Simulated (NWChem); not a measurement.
Species: C2H7O cation; SMILES CC[OH2+]

```xyz
10

C      0.2800    -1.2776     0.0000
C     -0.6073    -0.0758     0.0000
O      0.1964     1.2190     0.0000
H     -0.3734    -2.1651     0.0000
H      0.9072    -1.3419    -0.9018
H      0.9072    -1.3419     0.9018
H     -1.2308     0.0392     0.8957
H     -1.2308     0.0392    -0.8957
H      0.7484     1.3517    -0.7956
H      0.7484     1.3517     0.7956
```
Atoms are numbered in this order, from 1.

Results from NWChem. Pople sets run with spherical d functions. All runs use the structure optimised with PBE0/def2-SVP. Vzz is the largest principal value of the second derivative of the potential at the nucleus (NWChem prints the opposite sign); η is the asymmetry. Non-relativistic.

Question: Estimate the computed values for PBE/6-31G*. Quantities: Vzz O3 (a.u.); η O3.

Answer: The vzz O3 (a.u.) is -1.791 and the η O3 is 0.07.
